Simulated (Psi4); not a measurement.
Dimer: NH3 (SMILES N) (first 4 atoms) with CO (SMILES [C-]#[O+]); geometry from B3LYP-D3(BJ)/def2-TZVP, rigid monomers moved along the line of their centres of mass till H4···C5 is 5.07 Å.
(charge 0, multiplicity 1):
```xyz
6

N     -0.130    -0.127    -0.170
H     -0.356     0.839     0.038
H     -0.915    -0.694     0.128
H      0.665    -0.383     0.404
C      0.681    -0.102     5.465
O     -0.189     0.241     6.090
```

Calculation: Psi4 with SAPT0/jun-cc-pV(D+d)Z.

Problem. Give the four SAPT terms and the total, and say what mostly holds the pair together.

Solution. electrostatics 0.9, exchange 0.0, induction -0.1, dispersion -1.1, total -0.2 meV; the largest attraction is dispersion.
